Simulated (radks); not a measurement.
Isoelectronic series with 13 electrons, each ion in its NIST ground configuration. Calculated with a radial shooting solver on a logarithmic mesh with Libxc functionals: Dirac Kohn-Sham, BLYP, spin-unpolarised, spherical densities, finite nucleus; open shells fill j = l - 1/2 first; Fermi nuclear charge, rms radius of each element as measured or else 0.836 A^(1/3) + 0.57 fm. Total energies (hartree) and mean radii <r> (bohr) (* marks an orbital that is empty in some or all of the ions):

ion    configuration  E (hartree)  3p3/2*   3p1/2   3s1/2
Al      [Ne] 3s2 3p1   -242.83610   3.497   3.486   2.529
Ar5+    [Ne] 3s2 3p1   -521.43552   1.285   1.280   1.219
V10+    [Ne] 3s2 3p1   -910.78355  0.8316  0.8269  0.8244
Ni15+   [Ne] 3s2 3p1  -1412.17993  0.6188  0.6138  0.6250
As20+   [Ne] 3s2 3p1  -2027.54381  0.4935  0.4880  0.5030
Sr25+   [Ne] 3s2 3p1  -2759.33082  0.4105  0.4044  0.4203
Tc30+   [Ne] 3s2 3p1  -3610.56209  0.3513  0.3446  0.3602
Cd35+   [Ne] 3s2 3p1  -4584.89585  0.3068  0.2995  0.3145
Ce45+   [Ne] 3s2 3p1   -6921.2737  0.2444  0.2356  0.2492
Eu50+   [Ne] 3s2 3p1   -8294.7572  0.2216  0.2121  0.2249
Er55+   [Ne] 3s2 3p1   -9814.6412  0.2025  0.1922  0.2044
Ta60+   [Ne] 3s2 3p1  -11489.8319  0.1863  0.1752  0.1867
Pt65+   [Ne] 3s2 3p1  -13331.0570  0.1724  0.1604  0.1713

Estimate the row of I40+ ([Ne] 3s2 3p1).

Answer. E (hartree) -5686.72184; 3p3/2* 0.2722; 3p1/2 0.2641; 3s1/2 0.2785.
